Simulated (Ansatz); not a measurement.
`N[SiH2][InH2]` + H₂Se → `[SeH][InH2]` + `N[SiH3]` at 500 K and 1 bar (cleavage of the In–Si bond).

Gas-phase electronic energies from Ansatz, PBE0-D4/def2-TZVP geometries. CBS: MP2 limit from def2 TZ/QZ plus the TZ coupled-cluster correction, frozen cores. This one scheme is used for every species. Elements past krypton have def2 core potentials. For In, Se outer-core shells are correlated without core-valence functions, which leaves a few kJ/mol of doubt a bond. Scalar relativity is left out up to krypton. Each species was taken in one conformer, which may not be the lowest.

```csv
species,CCSD(T)/CBS energy (Eh),H − E (kJ/mol),S (J/(mol·K))
`N[SiH2][InH2]`,-537.19857,188.3,411.4
H₂Se,-2401.89790,53.1,237.8
`[SeH][InH2]`,-2592.33228,82.0,341.7
`N[SiH3]`,-346.80422,161.3,303.9
```

H − E and S are ideal-gas, rigid-rotor, harmonic terms from PBE0-D4/def2-TZVP, for one conformer and one mirror image of each species. 1 Eh = 2625.50 kJ/mol, R = 8.31446 J/(mol·K).

Task: By hand: ΔE, ΔH, ΔS and ΔG.

Result: ΔE = (-2592.33228) + (-346.80422) − (-537.19857) − (-2401.89790) = -0.04003 Eh = -105.1 kJ/mol. Δ(H − E) = 82.0 + 161.3 − 188.3 − 53.1 = 1.9, so ΔH = -103.2 kJ/mol. ΔS = 341.7 + 303.9 − 411.4 − 237.8 = -3.6 J/(mol·K). ΔG = -103.2 − 500 × (-3.6)/1000 = -101.4 kJ/mol.

Task: By hand: the equilibrium constant, and the temperature at which ΔG would vanish if ΔH and ΔS stayed fixed.

Result: log₁₀ K = −ΔG/(RT ln 10) = 10.6. ΔG = 0 at ΔH/ΔS = 28667 K, far beyond where these terms or the molecules hold.

The number of gas molecules stays the same, so ΔS is small and ΔH decides. A doubt of 5 kJ/mol in ΔE shifts log₁₀ K by 0.5 here. Other conformers and mirror images would add mixing entropy, several J/(mol·K) or more a flexible species. These are equilibria of isolated gas molecules and say nothing of rates. Largest T1 diagnostic: 0.013 (customary marks: 0.02 for closed shells, 0.045 for open ones).
